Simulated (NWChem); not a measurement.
AlCl

```xyz
2

Al     0.0000     0.0000    -1.2166
Cl     0.0000     0.0000     0.9303
```
Charge 0, spin multiplicity 1.

The numbers come from NWChem runs, not from measurements. Structure: optimised with PBE0/def2-SVP, a minimum by its harmonic frequencies.

Symmetry labels belong to the abelian group C2v used in the runs, with the axes of the coordinates shown; states degenerate in a higher group split over its labels.

The structure started from a generated list of species.

Question: List the lowest 3 singlet excitations that TD-PBE/def2-SVPD gives, with oscillator strengths.

Answer: 
| state | symmetry | energy (eV) | wavelength (nm) | f |
|---|---|---|---|---|
| 1 | b2 | 4.65 | 267 | 0.166 |
| 2 | b1 | 4.65 | 267 | 0.166 |
| 3 | a2 | 5.57 | 222 | 0.000 |
